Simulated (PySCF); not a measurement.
# Adding and removing an electron: InF

revPBE; In def2-TZVPPD with ECP28, F def2-TZVPPD; scalar-relativistic core potentials (PySCF 2.14). Neutral (UKS): singlet (closed shell), Re = 2.038 Å, ωe = 481 cm⁻¹, De = 5.56 eV, HOMO -6.49 eV, LUMO -2.24 eV.

InF⁻ (UKS): doublet (π ↑), Re = 2.130 Å, ωe = 374 cm⁻¹, De = 2.09 eV to In + F⁻. The energies at the minima are -290.11129 hartree for InF and -290.11431 for InF⁻.

**Question.** Work out the adiabatic electron affinity, without and with harmonic zero-point energies (1 hartree = 27.2114 eV, 1 eV = 8065.5 cm⁻¹), and the change of the bond length.

**Answer.** At revPBE: 0.00302 hartree = 0.082 eV between the minima; the zero-point term (481.0 − 374.0)/2 cm⁻¹ = +0.007 eV makes it 0.089 eV. Re changes by +9.2 pm against the neutral. The electron enters a π orbital; in so polar a molecule the change of length follows mostly from the change of the ionic charges.

These are scalar-relativistic numbers at best; spin–orbit coupling would shift them, the dissociation energy most. For an ion De counts to the pair picked by the measured ionisation energies or electron affinities, which need not be the lowest pair at this level. The highest Kohn–Sham level is positive in this anion. Much of that is self-interaction error, but it also means that the finite basis helps to hold the extra electron. States were picked by a PBE0 search and need not be the measured ground states.
